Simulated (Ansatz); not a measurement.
Input for Ansatz (development build ahead of 0.2.0):

```yaml
crystal:
  periodic: [false, false, false]
  atoms:
    - { symbol: H, position_ang: [0.01669, -0.04685, -1.33396] }
    - { symbol: Be, position_ang: [0.00202, 0.01044, -0.04886] }
    - { symbol: H, position_ang: [-0.01446, 0.03931, 1.36641] }
basis:
  gaussian: { orbitals: def2-TZVP }
hamiltonian:
  xc: hf
```

The input is written out in the form of the current development build from the run's settings.

Results

```json
{"Converged": "yes", "Total energy": "-15.76699 hartree", "Spin squared of the determinant": "0.000"}
```
